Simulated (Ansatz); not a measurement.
`[Cl][Ti]([Cl])([Cl])[Cl]` + HI → `[Cl][Ti]([Cl])([Cl])[I]` + HCl  (ligand exchange at a Ti–Cl bond)

Isolated molecules relaxed with PBE0-D4/def2-TZVP in Ansatz; ΔE leaves out vibrations. CCSD(T)/CBS is the MP2 limit (def2-TZVPP, def2-QZVPP) plus CCSD(T) − MP2 in def2-TZVPP, frozen cores. This one scheme is used for every species. Functionals use def2-TZVPP. B3LYP here is the variant with VWN-RPA as its local correlation; programs differ in this. HSE06 is defined as in plane-wave codes. Elements past krypton have def2 core potentials. For I, Ti outer-core shells are correlated without core-valence functions, which leaves a few kJ/mol of doubt a bond. Scalar relativity is left out up to krypton.

`[Cl][Ti]([Cl])([Cl])[Cl]`:

Z-matrix (Å, degrees):
```
Ti
Cl 1 2.162
Cl 1 2.162 2 109.5
Cl 1 2.162 2 109.5 3 120.0
Cl 1 2.162 2 109.5 3 -120.0
```

HI:

Cartesian coordinates in Å:
```
I -0.258 -0.515 -0.562
H 0.258 0.515 0.562
```

`[Cl][Ti]([Cl])([Cl])[I]`:

Z-matrix (Å, degrees):
```
Ti
Cl 1 2.162
Cl 1 2.161 2 109.9
I 1 2.530 2 109.0 3 119.5
Cl 1 2.162 2 109.9 3 -121.1
```

HCl:

Z-matrix (Å, degrees):
```
Cl
H 1 1.279
```

| level | ΔE (kcal/mol) |
| --- | --- |
| LDA (SPW92) | 1.6 |
| r2SCAN-D4 | 1.8 |
| B3LYP-D4 | 1.8 |
| ωB97M-V | 3.0 |
| HSE06 | 1.7 |
| RPA@PBE/def2-TZVPP | 0.6 |
| HF/def2-SVP | 4.8 |
| HF/CBS(def2) | 5.0 |

Question: What does CCSD(T)/CBS give? (Best estimate.)

Answer: Computed: -0.1 kcal/mol. The listed levels differ from it by 1.7, 1.9, 1.9, 3.1, 1.8, 0.7, 4.9, 5.1 kcal/mol.

Largest T1 diagnostic among the species: 0.025, so the coupled-cluster value is less sure than usual.

In def2-TZVPP, CCSD(T) changes the Hartree–Fock value by −4.4 kcal/mol (the triples alone add −1.7 kcal/mol) and MP2 by −8.3 kcal/mol. The D4 term adds −1.2 kcal/mol with B3LYP and −0.7 kcal/mol with PBE0; it sums over pairs of atoms, weighted by their polarisabilities, and B3LYP, whose exchange is more repulsive, gets the larger term. Leaving LDA and LC-ωPBE aside and taking each functional with its dispersion term where it has one, the values, not all of them listed here, spread over 4.4 kcal/mol, from PBE-QIDH to B97M-V.
